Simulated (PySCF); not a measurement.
PySCF input file for CH₃, SMILES [CH3+], charge +1, TDA-LC-ωPBE/def2-TZVPD. Geometry: ωB97X-D3(BJ)/def2-TZVPD.

```python
import numpy as np
from pyscf import gto, scf, dft, tdscf

mol = gto.M(
    atom='''
    C     0.00000000    0.00000000    0.00000000
    H     1.09344105    0.00000000    0.00000000
    H    -0.54672053    0.94694773    0.00000000
    H    -0.54672053   -0.94694773    0.00000000
    ''',
    basis='def2-TZVPD',
    charge=1,
    spin=0,
    symmetry=True,
    max_memory=1600,
    verbose=4,
)
mf = dft.RKS(mol, xc='lc_wpbe').density_fit(auxbasis='def2-universal-jkfit')
mf.grids.level = 3
mf.conv_tol = 1e-9
mf.max_cycle = 100
mf.kernel()
mf.grids = dft.Grids(mol).set(level=1).build(with_non0tab=True)  # coarser grid for the response kernel
td = tdscf.TDA(mf)
td.singlet = True
td.nstates = 10
td.conv_tol = 1e-4
td.positive_eig_threshold = 1e-6
td.kernel(x0=td.get_init_guess(mf, 15))
td.analyze()
tt = tdscf.TDA(mf)
tt.singlet = False
tt.nstates = 4
tt.conv_tol = 1e-4
tt.positive_eig_threshold = 1e-6
tt.kernel(x0=tt.get_init_guess(mf, 9))
tt.analyze(verbose=3)
```

It prints:

```
PySCF version 2.14.0

[INPUT] verbose = 4
[INPUT] num. atoms = 4
[INPUT] num. electrons = 8
[INPUT] charge = 1
[INPUT] spin (= nelec alpha-beta = 2S) = 0
[INPUT] symmetry True subgroup None
[INPUT] Mole.unit = angstrom
[INPUT] Symbol           X                Y                Z      unit          X                Y                Z       unit  Magmom
[INPUT]  1 C      0.000000000000   0.000000000000   0.000000000000 AA    0.000000000000   0.000000000000   0.000000000000 Bohr   0.0
[INPUT]  2 H      1.093441050000   0.000000000000   0.000000000000 AA    2.066304117857   0.000000000000   0.000000000000 Bohr   0.0
[INPUT]  3 H     -0.546720530000   0.946947730000   0.000000000000 AA   -1.033152068377   1.789471863979   0.000000000000 Bohr   0.0
[INPUT]  4 H     -0.546720530000  -0.946947730000   0.000000000000 AA   -1.033152068377  -1.789471863979   0.000000000000 Bohr   0.0

nuclear repulsion = 9.5494417177287
point group symmetry = D3h, use subgroup C2v
symmetry origin: [-2.09969568e-09  0.00000000e+00  0.00000000e+00]
symmetry axis x: [0. 1. 0.]
symmetry axis y: [0. 0. 1.]
symmetry axis z: [1. 0. 0.]
num. orbitals of irrep A1 = 29
num. orbitals of irrep A2 = 6
num. orbitals of irrep B1 = 17
num. orbitals of irrep B2 = 12
number of shells = 28
number of NR pGTOs = 85
number of NR cGTOs = 64
basis = def2-TZVPD
ecp = {}


******** <class 'pyscf.df.df_jk.DFSymAdaptedRKS'> ********
method = DFSymAdaptedRKS
initial guess = minao
damping factor = 0
level_shift factor = 0
DIIS = <class 'pyscf.scf.diis.CDIIS'>
diis_start_cycle = 1
diis_space = 8
diis_damp = 0
SCF conv_tol = 1e-09
SCF conv_tol_grad = None
SCF max_cycles = 100
direct_scf = False
XC library pyscf.dft.libxc version 7.1.2
    S. Lehtola, C. Steigemann, M. J. T. Oliveira, and M. A. L. Marques,  SoftwareX 7, 1–5 (2018)
XC functionals = lc_wpbe
    O. A. Vydrov and G. E. Scuseria,  J. Chem. Phys. 125, 234109 (2006)
radial grids:
    Treutler-Ahlrichs [JCP 102, 346 (1995); DOI:10.1063/1.469408] (M4) radial grids

becke partition: Becke, JCP 88, 2547 (1988); DOI:10.1063/1.454033
pruning grids: <function nwchem_prune>
grids dens level: 3
symmetrized grids: True
atomic radii adjust function: <function treutler_atomic_radii_adjust>
small_rho_cutoff = 0
Freeze 0 electrons in irreps []
    8 free electrons in irreps A1 A2 B1 B2
Set gradient conv threshold to 3.16228e-05
Initial guess from minao.
tot grids = 43544
Create RSH-DF object <pyscf.df.df.DF object> for omega=0.4
******** <class 'pyscf.df.df.DF'> ********
auxbasis = auxmol.basis = def2-universal-jkfit
init E= -39.5801518944529
HOMO (B1) = -0.485392551560722  LUMO (B2) = -0.174383650992603  gap/eV = 8.46298
cycle= 1 E= -39.4061439206061  delta_E= 0.174  |g|= 0.39  |ddm|=  1.1
HOMO (B1) = -0.995182942400776  LUMO (B2) = -0.481553948138792  gap/eV = 13.97656
cycle= 2 E= -39.4513863468159  delta_E= -0.0452  |g|= 0.196  |ddm|= 0.339
HOMO (B1) = -0.918048285847987  LUMO (B2) = -0.383648360130239  gap/eV = 14.54176
cycle= 3 E= -39.4591539693086  delta_E= -0.00777  |g|= 0.0147  |ddm|= 0.137
HOMO (B1) = -0.908489442980886  LUMO (B2) = -0.37367335571022  gap/eV = 14.55309
cycle= 4 E= -39.4592387543677  delta_E= -8.48e-05  |g|= 0.00163  |ddm|= 0.0315
HOMO (B1) = -0.908478916736921  LUMO (B2) = -0.373761993854211  gap/eV = 14.55039
cycle= 5 E= -39.4592401336758  delta_E= -1.38e-06  |g|= 0.000213  |ddm|= 0.00574
HOMO (B1) = -0.90846306194662  LUMO (B2) = -0.373722037682084  gap/eV = 14.55104
cycle= 6 E= -39.459240155245  delta_E= -2.16e-08  |g|= 2.71e-05  |ddm|= 0.000876
HOMO (B1) = -0.908464168539864  LUMO (B2) = -0.373719759714821  gap/eV = 14.55114
cycle= 7 E= -39.4592401556822  delta_E= -4.37e-10  |g|= 2.86e-06  |ddm|= 0.000101
HOMO (B1) = -0.908464216491187  LUMO (B2) = -0.373719888048721  gap/eV = 14.55113
Extra cycle  E= -39.4592401556868  delta_E= -4.62e-12  |g|= 8.19e-07  |ddm|= 8.3e-06
converged SCF energy = -39.4592401556868
tot grids = 12600
Overwritten attributes  positive_eig_threshold  of <class 'pyscf.tdscf.rks.TDA'>


******** <class 'pyscf.tdscf.rks.TDA'> for <class 'pyscf.df.df_jk.DFSymAdaptedRKS'> ********
nstates = 10 singlet
deg_eia_thresh = 1.000e-03
wfnsym = None
conv_tol = 0.0001
eigh lindep = 1e-12
eigh level_shift = 0
eigh max_cycle = 100


Excitation energies (eV)
[ 5.91548659  5.91551534 15.16290014 15.16296416 15.40006091 16.49865979
 17.12171773 17.12181416 17.42684741 17.73141732]

** Singlet excitation energies and oscillator strengths **
Excited State   1:   A2      5.91549 eV    209.59 nm  f=0.0000
       4 -> 5        -0.70501
Excited State   2:   B2      5.91552 eV    209.59 nm  f=0.0000
       3 -> 5        -0.70501
Excited State   3:   B1     15.16290 eV     81.77 nm  f=0.2313
       4 -> 6         0.68460
       4 -> 11        0.10353
       4 -> 15       -0.11234
Excited State   4:   A1     15.16296 eV     81.77 nm  f=0.2313
       3 -> 6         0.68460
       3 -> 11        0.10353
       3 -> 15       -0.11234
Excited State   5:   B2     15.40006 eV     80.51 nm  f=0.2206
       2 -> 5        -0.68746
Excited State   6:   B1     16.49866 eV     75.15 nm  f=0.0000
       3 -> 7         0.42500
       3 -> 10        0.22739
       3 -> 16       -0.12928
       4 -> 8        -0.42492
       4 -> 9         0.22742
       4 -> 17        0.12926
Excited State   7:   B1     17.12172 eV     72.41 nm  f=0.2435
       3 -> 7        -0.46714
       4 -> 8        -0.46724
       4 -> 11        0.17368
Excited State   8:   A1     17.12181 eV     72.41 nm  f=0.2435
       3 -> 8         0.46728
       3 -> 11        0.17371
       4 -> 7        -0.46710
Excited State   9:   A1     17.42685 eV     71.15 nm  f=0.0000
       3 -> 8        -0.35667
       3 -> 9         0.33598
       4 -> 7        -0.35693
       4 -> 10       -0.33625
Excited State  10:   B1     17.73142 eV     69.92 nm  f=0.0000
       3 -> 7        -0.22031
       3 -> 10        0.44071
       4 -> 8         0.22027
       4 -> 9         0.44081

** Transition electric dipole moments (AU) **
state          X           Y           Z        Dip. S.      Osc.
  1         0.0000     -0.0000     -0.0000      0.0000      0.0000
  2         0.0000     -0.0000      0.0000      0.0000      0.0000
  3        -0.0000      0.7891     -0.0000      0.6226      0.2313
  4         0.7890     -0.0000      0.0000      0.6226      0.2313
  5        -0.0000      0.0000     -0.7646      0.5846      0.2206
  6        -0.0000     -0.0000     -0.0000      0.0000      0.0000
  7         0.0000     -0.7619      0.0000      0.5804      0.2435
  8        -0.7619      0.0000     -0.0000      0.5805      0.2435
  9        -0.0004     -0.0000      0.0000      0.0000      0.0000
 10        -0.0000     -0.0001     -0.0000      0.0000      0.0000

** Transition velocity dipole moments (imaginary part, AU) **
state          X           Y           Z        Dip. S.      Osc.
  1         0.0000     -0.0000     -0.0000      0.0000      0.0000
  2         0.0000     -0.0000      0.0000      0.0000      0.0000
  3        -0.0000      0.4150     -0.0000      0.1722      0.2060
  4         0.4150     -0.0000      0.0000      0.1722      0.2060
  5        -0.0000      0.0000     -0.2113      0.0446      0.0526
  6        -0.0000     -0.0000     -0.0000      0.0000      0.0000
  7         0.0000     -0.3950     -0.0000      0.1560      0.1653
  8        -0.3950      0.0000      0.0000      0.1560      0.1653
  9        -0.0002     -0.0000      0.0000      0.0000      0.0000
 10        -0.0000     -0.0001      0.0000      0.0000      0.0000

** Transition magnetic dipole moments (imaginary part, AU) **
state          X           Y           Z
  1         1.3521      0.0000     -0.0000
  2         0.0000     -1.3521     -0.0000
  3         0.0000      0.0000     -0.0001
  4        -0.0000      0.0000      0.0000
  5        -0.0000     -0.0000     -0.0000
  6         0.0000      0.0000     -1.0886
  7        -0.0000     -0.0000     -0.0001
  8        -0.0000     -0.0000      0.0000
  9         0.0000      0.0000      0.0000
 10         0.0000      0.0000     -0.4191


******** <class 'pyscf.tdscf.rks.TDA'> for <class 'pyscf.df.df_jk.DFSymAdaptedRKS'> ********
nstates = 4 triplet
deg_eia_thresh = 1.000e-03
wfnsym = None
conv_tol = 0.0001
eigh lindep = 1e-12
eigh level_shift = 0
eigh max_cycle = 100


Excitation energies (eV)
[ 4.60595386  4.60603928 11.16205663 13.83194247]

** Triplet excitation energies and oscillator strengths **
Excited State   1:   A2      4.60595 eV    269.18 nm  f=0.0000
Excited State   2:   B2      4.60604 eV    269.18 nm  f=0.0000
Excited State   3:   B2     11.16206 eV    111.08 nm  f=0.0000
Excited State   4:   B1     13.83194 eV     89.64 nm  f=0.0000
```

The run converged.

Cost: about 6 core-seconds (a rough figure).
